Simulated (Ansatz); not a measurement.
Input file for C₂H₉NO₂Si (`CO[Si](C)(N)O`):

```yaml
crystal:
  periodic: [false, false, false]
  atoms:
    - {symbol: C, position_ang: [-1.296828, 1.635828, 0.299835]}
    - {symbol: O, position_ang: [-0.392645, 0.820738, 1.003690]}
    - {symbol: Si, position_ang: [0.323741, -0.514159, 0.359087]}
    - {symbol: C, position_ang: [1.448439, -0.074562, -1.051433]}
    - {symbol: N, position_ang: [-0.841940, -1.608719, -0.232593]}
    - {symbol: O, position_ang: [1.148911, -1.141483, 1.634097]}
    - {symbol: H, position_ang: [-1.818532, 2.274309, 1.015867]}
    - {symbol: H, position_ang: [-0.776560, 2.280245, -0.418523]}
    - {symbol: H, position_ang: [-2.038237, 1.038008, -0.241608]}
    - {symbol: H, position_ang: [1.997223, -0.950488, -1.406166]}
    - {symbol: H, position_ang: [0.892983, 0.343064, -1.895213]}
    - {symbol: H, position_ang: [2.182662, 0.668581, -0.731368]}
    - {symbol: H, position_ang: [-0.685947, -2.108221, -1.091306]}
    - {symbol: H, position_ang: [-1.437828, -2.126473, 0.392416]}
    - {symbol: H, position_ang: [1.294559, -0.536657, 2.363207]}
basis:
  gaussian: {orbitals: def2-TZVPP}
correlation: {method: ccsd_t}
```

```sh
$ ansatz run in.yaml --threads 2 --pin off --events-out ev --progress --plain --max-ram 22528MiB --backend cuda --devices 0, --max-vram 18GiB
```

Output of Ansatz, abridged:

```
Functional definition: HF
1899 factors; integrals over basis functions are off by at most 9.2e-4 eV
mean field evaluation 1: about -15622.9813 eV, gradient 5.6e1 eV
mean field evaluation 2: about -15623.2900 eV, gradient 5.7e1 eV
mean field evaluation 4: about -15629.3933 eV, gradient 4.6e0 eV
mean field evaluation 8: about -15629.4715 eV, gradient 2.9e-1 eV
mean field -15629.47179859 eV, -574.3724945616 hartree, gradient 2.7e-6 eV, S^2 0.000000; 0 other end points of the search recorded, 0 dependent functions left out
10 core orbitals not correlated: weight in the atoms' cores, before any rotation towards them, 1.000 or more for the frozen orbitals, at most 0.000 for the correlated occupied ones
reference -15629.47179859 eV, -574.3724945616 hartree; 19, 19 occupied and 294, 294 virtual orbitals, 1899 factors
second order -31.65542040 eV of doubles, -0.00000000 eV of singles
cycle   1  -32.02566032 eV  change   -3.7e-1 eV  update   1.1e-1
cycle   2  -32.70202134 eV  change   -6.8e-1 eV  update   3.0e-2
cycle   3  -32.84680732 eV  change   -1.4e-1 eV  update   1.5e-2
cycle   4  -32.83442151 eV  change    1.2e-2 eV  update   3.1e-3
cycle   5  -32.83390449 eV  change    5.2e-4 eV  update   1.3e-3
cycle   6  -32.83453631 eV  change   -6.3e-4 eV  update   3.9e-4
cycle   7  -32.83431117 eV  change    2.3e-4 eV  update   1.4e-4
cycle   8  -32.83425248 eV  change    5.9e-5 eV  update   4.1e-5
cycle   9  -32.83426005 eV  change   -7.6e-6 eV  update   1.5e-5
perturbative correction -1.20369937 eV, -0.0442351360 hartree
Total energy: -15663.50975801 eV, -575.6233664986 hartree
```

Run time 9 s (2 threads of an AMD EPYC 7R13 on a shared host and a share of an NVIDIA H100 80 GB); peak host memory 0.87 GiB.

The correlation energy is -34.038 eV, 3.5 % of it from (T); the T1 diagnostic reads 0.0106.
